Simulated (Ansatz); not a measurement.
The cluster KPt3, 4 atoms. Hardware: 4 threads of Arm Neoverse V2 on a shared host.

In the def2 sets Pt takes a core potential; there is no spin–orbit coupling. Correlated methods freeze 5 core orbitals; core or outer-core shells of K, Pt are correlated, in sets that lack core-valence functions.

Q: How many basis functions does each of these Ansatz runs have, and roughly what does it cost? revPBE-D4/def2-TZVP, charge 0 quartet, energy, from earlier orbitals; MP2/def2-TZVP, charge 0 quartet, energy, from earlier orbitals; PBE0-D4/def2-SVP, charge 0 doublet, energy with a search over starts; r2SCAN-D4/def2-TZVPD, charge 0 doublet, energy, from earlier orbitals; PBE0-D4/def2-SVP, charge 0 doublet, energy, from earlier orbitals; r2SCAN-D4/def2-SVP, charge 0 doublet, relaxation, 4 steps; revPBE-D4/def2-TZVP, charge 0 doublet, energy and forces, from earlier orbitals; PBE0-D4/def2-SVP, charge -1 singlet at the geometry of the charge 0 doublet, energy with a search over starts; r2SCAN-D4/def2-TZVP, charge 0 quartet, energy, from earlier orbitals; r2SCAN-D4/def2-TZVPD, charge -1 singlet at the geometry of the charge 0 doublet, energy, from earlier orbitals; PBE-D4/def2-TZVPD, charge -1 singlet at the geometry of the charge 0 doublet, energy, from earlier orbitals; HSE06-D4/def2-TZVP, charge 0 doublet, energy, from earlier orbitals.

A: Other jobs shared the machine, so times can vary by a factor of up to 3. A dash marks memory too small to be measured apart from the calling script's.

| run | functions | fitting or Cholesky vectors | wall time | peak host memory (GiB) |
| --- | --- | --- | --- | --- |
| PBE-D4/def2-TZVPD, charge -1 singlet at the geometry of the charge 0 doublet, energy, from earlier orbitals | 165 | 1461 | 3.3 s | – |
| revPBE-D4/def2-TZVP, charge 0 doublet, energy and forces, from earlier orbitals | 153 | 1513 | 6.5 s | – |
| PBE0-D4/def2-SVP, charge 0 doublet, energy, from earlier orbitals | 120 | 1206 | 6.5 s | – |
| HSE06-D4/def2-TZVP, charge 0 doublet, energy, from earlier orbitals | 153 | 1452 | 8.5 s | 0.66 |
| r2SCAN-D4/def2-TZVPD, charge -1 singlet at the geometry of the charge 0 doublet, energy, from earlier orbitals | 165 | 1461 | 9 s | – |
| MP2/def2-TZVP, charge 0 quartet, energy, from earlier orbitals | 153 | 1452 | 12 s | 0.68 |
| PBE0-D4/def2-SVP, charge -1 singlet at the geometry of the charge 0 doublet, energy with a search over starts | 120 | 1206 | 14 s | – |
| revPBE-D4/def2-TZVP, charge 0 quartet, energy, from earlier orbitals | 153 | 1513 | 16 s | – |
| PBE0-D4/def2-SVP, charge 0 doublet, energy with a search over starts | 120 | 1206 | 17 s | – |
| r2SCAN-D4/def2-SVP, charge 0 doublet, relaxation, 4 steps | 120 | 1275 | 32 s | – |
| r2SCAN-D4/def2-TZVP, charge 0 quartet, energy, from earlier orbitals | 153 | 1513 | 39 s | 0.64 |
| r2SCAN-D4/def2-TZVPD, charge 0 doublet, energy, from earlier orbitals | 165 | 1461 | 39 s | 0.67 |
